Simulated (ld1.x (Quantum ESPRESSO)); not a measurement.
The numbers below are computed, except where a source is named.
## Potentials for Bi (Z = 83) compared

Generated with ld1.x 7.5 (TM, RRKJ, ultrasoft, PAW), atompaw 4.2 or ONCVPSP 4.0.1. The cutoff is in Ry: for ld1.x and atompaw files where the sum of valence levels is converged to 10 mRy in a Bessel basis, for ONCV files where the hardest occupied wave has 1 mHa per electron of residual kinetic energy. The error is the largest all-electron minus pseudo excitation energy over each file’s own four to seven test configurations (ionisations up to +4, promotions, holes and added fractions of an electron), all of which were solved. The labels leave out finer settings (local radius, basis sizes, second energies), which also bear on the numbers. Spin-polarised tests are not counted. The rows are a selection from randomly drawn settings: files with unsolved tests, undetermined cutoffs or missed reference levels are left out.

A true bound ghost makes a file unfit for plane-wave use even where its test errors are small: the radial tests pick states by their node count and pass the ghost by.

```csv
potential,cutoff (Ry),largest error (meV),bound ghosts
"TM, PBE, fully relativistic, rc 1.65/1.75 (sp), local s, core correction no, reference 6s2 6p3",60,+207,p3/2
"ultrasoft, PBE, scalar-relativistic, rc 2.05/2.30/2.88 (spd), local smoothed, core correction yes, reference 6s2 6p3",8,-1008,"s, p"
"PAW, BP86, scalar-relativistic, rc 2.30/2.40/2.05 (spd), local smoothed, core correction yes, reference 5d10 6s2 6p2.5",30,-71,s
"TM, revPBE, scalar-relativistic, rc 1.80/2.05/1.65 (spd), local p, core correction yes, reference 6s1.5 6p3.5",25,-707,none
"TM, PBEsol, scalar-relativistic, rc 1.95/1.85/1.90 (spd), local s, core correction yes, reference 6s2 6p3",35,-964,d
"PAW, PBE, scalar-relativistic, rc 2.10/2.15/1.50 (spd), local smoothed, core correction yes, reference 5d10 6s2 6p3",60,-71,"s, p"
"TM semilocal, BP86, scalar-relativistic, rc 1.55/2.35/1.80 (spd), local s, core correction yes, reference 5d10 6s2 6p3",60,-72,none
```

**Question.** Fill in the row for Bi: TM, LDA (PZ), scalar-relativistic, rc 1.55/2.45/1.30 (spd), local p, core correction yes, reference 5d10 6s2 6p2.

**Answer.** cutoff 90 Ry, largest error -289 meV, bound ghosts: none.
